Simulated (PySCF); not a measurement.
Sn(Cl)(NMe2) (C2H6ClNSn), SMILES [N](C)([Sn][Cl])C (connectivity only; charge and spin as stated), neutral, multiplicity 1.

Geometry: PBE0-D3(BJ)/def2-SVP. The structure was generated by enumeration; whether it is a known compound was not checked. The def2 effective core potentials stand for the cores of Sn; spin–orbit coupling is left out. The values are those of a single conformer.

All values below come from C-PCM-B3LYP/def2-SVP (PySCF 2.14.0).

The values are the electrostatic part of the solvation free energy, E(continuum) − E(gas) at the gas-phase geometry, in a cavity of scaled van der Waals radii (PySCF's table); cavitation and dispersion terms are not included. A continuum can't describe solvent molecules that bind to the metal. In vacuum the orbital gap is 4.08 eV. The dipole moment in vacuum is 3.02 D.

Computed values in water (ε = 78.36), toluene (ε = 2.37), benzene (ε = 2.27):
| solvent | ε | ΔG(elec) (kcal/mol) | dipole (D) | gap (eV) |
|---|---|---|---|---|
| water | 78.36 | -3.4 | 4.17 | 4.10 |
| toluene | 2.37 | -1.8 | 3.61 | 4.09 |
| benzene | 2.27 | -1.7 | 3.59 | 4.09 |
